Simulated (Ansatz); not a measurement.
Frontier orbitals of BF$_{2}$HO, SMILES `OB(F)F`.

| atom | x (Å) | y (Å) | z (Å) |
| --- | --- | --- | --- |
| O1 | -0.692 | -0.265 | 0.696 |
| B2 | 0.238 | 0.281 | -0.109 |
| F3 | 0.689 | 1.491 | 0.149 |
| F4 | 0.724 | -0.360 | -1.165 |
| H5 | -0.959 | -1.147 | 0.429 |

Charge 0, multiplicity 1. The geometry is a stationary point of PBE0-D4/def2-TZVP. It is one conformer, not always the lowest. Basis def2-TZVPP, Ansatz 0.2.0.

```json
{"functional": "LC-ωPBE", "HOMO (eV)": "-13.68", "LUMO (eV)": "2.34"}
```

Q: Give HOMO and LUMO (eV) with LDA (SPW92), PBE, revPBE, BLYP, r2SCAN, B97M-V, PBE0, B3LYP, r2SCANh, r2SCAN0, HSE06 (plane-wave form), BHLYP, CAM-B3LYP, ωB97X-V, ωB97M-V, HF. (An estimate is asked.)

A: Computed: 
```tsv
functional	HOMO	LUMO
LDA (SPW92)	-9.15	-0.61
PBE	-8.91	-0.49
revPBE	-8.82	-0.44
BLYP	-8.82	-0.59
r2SCAN	-9.34	0.27
B97M-V	-9.40	-0.20
PBE0	-10.74	0.34
B3LYP	-10.45	-0.08
r2SCANh	-10.02	0.51
r2SCAN0	-11.05	0.83
HSE06 (plane-wave form)	-10.32	-0.02
BHLYP	-12.51	0.85
CAM-B3LYP	-12.29	0.99
ωB97X-V	-13.29	2.16
ωB97M-V	-13.22	1.63
HF	-15.36	2.77
```

B3LYP here is the variant with VWN-RPA as its local correlation; programs differ in this. LC-ωPBE has ω = 0.4 bohr⁻¹. Positive LUMOs are unbound and depend on the basis.
